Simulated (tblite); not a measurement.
Give a GFN2-xTB geometry of `c1(C=O)c(F)ccpc1`.

```xyz
13
C6H4FOP angstrom
O     -3.1253    0.0068   -0.3816
C     -2.1151   -0.6436   -0.3241
C     -0.7688   -0.0763   -0.1020
C     -0.6447    1.2989    0.0543
P      0.8215    2.1764    0.3216
C      1.9550    0.8556    0.3244
C      1.6429   -0.4749    0.1492
C      0.3460   -0.9134   -0.0533
F      0.1634   -2.2402   -0.2126
H     -2.1304   -1.7416   -0.4374
H     -1.5693    1.8625   -0.0003
H      2.9955    1.1122    0.4774
H      2.4248   -1.2219    0.1668
```

Orientation and origin are arbitrary. Atoms count from 1 in this order. The 9 heavy atoms lie in one plane (0.001 Å rms). Of the pairs four or more bonds apart, F9···H10 is among the closest relative to their van der Waals radii: 2.36 Å, 88 % of the sum of Bondi's values. The 6-membered ring C3–C4–P5–C6–C7–C8 has internal angles of 99.6° to 126.5° (sum 720°, against 720° for a flat polygon); it is planar, 0.00 Å rms from its mean plane, widest ring torsion 0°. The C–C distances run from 1.378 Å (C6–C7, aromatic) to 1.478 Å (C2–C3, drawn single), a spread of 0.100 Å.

Bonds between heavy atoms (Å): O1=C2 1.203, C2–C3 1.478, C3–C4 1.390, C4–P5 1.730, P5–C6 1.740, C6–C7 1.378, C7–C8 1.384, C8–F9 1.349, C3–C8 1.395.

Computed geometry: GFN2-xTB, gas phase.

Point group: Cs (every atom within 0.08 Å of its image). Its GFN2-xTB frequencies are all real (lowest 88 cm⁻¹). The numbers are those of one conformer (O1–C2–C3–C4 0°).
